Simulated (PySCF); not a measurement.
Electronic structure of Fe⁻ (iron, charge -1) at the M06-L level

Configuration: [Ar] 3d7 4s2, high-spin 4F determinant. Calculation: PySCF 2.14, in aug-cc-pwCVQZ (11s10p8d5f4g3h, 185 functions); no relativity, point nucleus.

| Item | Value |
| --- | --- |
| Total energy | -1263.657 hartree |
| One-electron energy | -1753.281 hartree |
| Hartree (Coulomb) energy | 545.395 hartree |
| Exchange-correlation energy | -55.771 hartree |
| Kinetic energy | 1262.67754 hartree |
| ⟨S²⟩ | 3.8281 |
| ⟨L²⟩ | 12.036 |
| Sum of ⟨r⟩ | 26.38 bohr |
| Sum of ⟨r²⟩ | 68.27 bohr² |
| Traceless quadrupole moment −½Σ⟨3z² − r²⟩ along its main axis | -0.0510 e·bohr² |
| Density at the nucleus (Gaussians lack the cusp) | 11900 bohr⁻³ |
| Spin density at the nucleus | 0.184 bohr⁻³ |
| Langevin diamagnetic susceptibility | -54.1 ×10⁻⁶ cm³/mol |
| Time after the integrals | 21 s of wall time on 2 threads of Neoverse-V2 (shared host) |

```tsv
shell	electrons	mean orbital energy (hartree)	spread (hartree)	rms radius, mean of both spins (bohr)
1s β	1	-255.25457	0	0.0685
1s α	1	-255.25452	0	0.0685
2s α	1	-29.67066	0	0.292
2s β	1	-29.59957	0	0.292
2p α	3	-25.44567	0.00001	0.262
2p β	3	-25.39472	0.00001	0.262
3s α	1	-3.22803	0	0.881
3s β	1	-3.03682	0	0.881
3p α	3	-1.97297	0	0.941
3p β	3	-1.79215	0.00003	0.941
3d α	5	0.00327	0.02807	1.69
4s α	1	0.01425	0	4.52
4s β	1	0.03860	0	4.52
3d β	2	0.09416	0.00004	1.69
```

⟨S²⟩ = 3.83 against 3.75 shows spin contamination. At M06-L the highest occupied level has a positive energy, so only the finite basis holds that electron; in a semilocal or global hybrid functional this comes from self-interaction and does not mean that the real anion is unbound.
